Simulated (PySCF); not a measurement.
## Multinuclear NMR of C$_{8}$H$_{12}$O

Mapped SMILES: `[CH2:1]=[C:2]([CH3:3])[C:4]1=[C:5]([CH2:6][O:7][CH3:8])[CH2:9]1`; H(Xn) means a hydrogen on atom n. Ha(C1) is cis to C3; Hb(C1) is trans to C3.

Method: GFN2-xTB geometry, σ from GIAO-PBE0/pcSseg-1, in PySCF 2.14.0 with density-fitted response routines (one conformer, fast rotation and ring inversion assumed for equivalent nuclei, non-relativistic, isolated molecule).

Question: Predict the $^{17}$O NMR data.

Answer: 
| atoms | environment | σ (ppm) | δ (ppm) |
| --- | --- | --- | --- |
| O7 | ether oxygen | 309.8 | -15.5 |

Shieldings were converted by a linear fit to measured shifts: $^{17}$O: δ = 266.70 − 0.911σ (rms 10.7 ppm, 155 shifts, 12.2 ppm with the 3 outliers that the fit left out vs liquid water, solution or neat liquid). Occasional misses reach two or three times the rms, and more in compound classes unlike the fitted ones.

On a 500 MHz spectrometer $^{17}$O resonates near 67.8 MHz, so 1 ppm is 67.8 Hz.
